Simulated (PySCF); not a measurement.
Static response to an electric field

Species: C3H5FO2S.
Geometry (GFN2-xTB, Å), atoms numbered from 1 in this order:
```xyz
12
C3H5FO2S angstrom
C      2.103   -0.171   -0.527
C      0.988   -0.497    0.085
F      0.674   -1.738    0.482
S     -0.321    0.687    0.520
C     -1.817   -0.123   -0.100
O     -0.388    0.783    1.948
O     -0.069    1.882   -0.233
H      2.877   -0.883   -0.759
H      2.238    0.857   -0.807
H     -2.657    0.522    0.127
H     -1.707   -0.247   -1.169
H     -1.919   -1.073    0.408
```

Level: PBE0/def2-SVPD (PySCF), static field, nuclei fixed, core orbitals frozen in the response. The polarisability tensor in these axes (au):

```
x   75.88 -0.14 -7.23
y   -0.14 59.48  0.16
z   -7.23  0.16 57.45
```

Problem. Diagonalise the tensor; give its mean and Δα, where Δα² is half the sum of the squared differences of the eigenvalues.

Solution. Principal values 54.95, 59.48 and 78.38 au; mean 64.27 au = 9.52 Å³ = 10.60 × 10⁻⁴⁰ C²·m²/J; Δα = 21.52 au (33 % of the mean).

Problem. What is the dipole moment, and where does it point?

Solution. (-0.31, -2.55, -2.70) D, 3.73 D in size, pointing from the negative to the positive side. Measured along this direction, the outermost atoms are O6 at the negative end and H11 at the positive end.

Problem. What molar refraction does this α imply?

Solution. Lorentz–Lorenz: R = (4π/3)N_A α = 2.5225 cm³/(mol·Å³) × 9.52 Å³ = 24.0 cm³/mol, in the limit of long wavelengths.

Problem. Give the eigenvalues of the traceless quadrupole moment Θ = ½Σq(3rr − r²1), origin at the centre of nuclear charge.

Solution. -9.48, -6.27, 15.75 D·Å. The values depend on the origin, since the dipole doesn't vanish. The electronic extent ⟨r²⟩ about the same centre is 790 bohr², a root-mean-square distance of 1.86 Å for the 64 electrons.

Problem. Give the principal axes and the span of the nuclei along them.

Solution. Largest value along (0.95, -0.01, -0.33), where the nuclei span 5.53 Å; middle along (0.02, 1.00, 0.02), 3.59 Å; least along (0.33, -0.02, 0.95), 3.35 Å. The response follows the extents in order.

Problem. Form Σ f/ω² (atomic units) for the 6 lowest TDDFT singlets, given as eV and f, and set it beside the mean polarisability, which is this sum over all singlets: 6.33, 0.0018; 6.66, 0.0502; 7.10, 0.1313; 7.54, 0.0603; 7.60, 0.0554; 7.78, 0.0085.

Solution. They add up to 4.40 au, 6.8 % of the 64.27 au; the largest single term is 1.93 au, from the state at 7.10 eV. Terms in order: 0.03, 0.84, 1.93, 0.79, 0.71, 0.10 au. Higher excitations give the rest. The strengths listed sum to 0.307.

Problem. Refractivity n − 1 of an ideal gas of it at 273.15 K and 1 atm, from the electronic α?

Solution. N = p/kT = 2.6868 × 10¹⁹ cm⁻³, so n − 1 = 2π × N × 9.52 × 10⁻²⁴ cm³ = 1608 × 10⁻⁶ at long wavelengths.

The structure is a single GFN2-xTB conformer in the gas phase; no vibrational or solvent corrections.

These values come from a run that also computed excited states. Hardware: Arm Neoverse V2, one thread, shared host. Cost: 29 s of wall time (with the writing of density and orbital grids), 0.76 GiB resident at most.
